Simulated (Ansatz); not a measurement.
Nb2P2. The state is a singlet with charge 0. Geometry PBE0-D4/def2-SVP; atoms count from 1.

```xyz
4

Nb   -1.037   -0.132   -0.655
Nb    1.185   -0.320   -0.119
P     0.266    1.804   -0.469
P    -0.415   -1.352    1.243
```

In the def2 sets Nb takes a core potential; there is no spin–orbit coupling. The structure comes from a short search, and lower isomers may exist.

Q: Estimate the Mulliken populations from the PBE0/def2-TZVP orbitals of Ansatz.

A: 
| atom | charge (e) | d electrons |
| --- | --- | --- |
| Nb1 | 0.49 | 3.69 |
| Nb2 | 0.49 | 3.69 |
| P3 | -0.49 | – |
| P4 | -0.49 | – |
Mulliken values and Mayer orders depend strongly on the basis.

Q: And the Mayer bond orders between bonded heavy atoms (over 0.3)?

A: Nb1–Nb2 2.51 (2.29 Å); Nb1–P3 1.51 (2.34 Å); Nb1–P4 1.51 (2.34 Å); Nb2–P3 1.51 (2.34 Å); Nb2–P4 1.51 (2.34 Å).
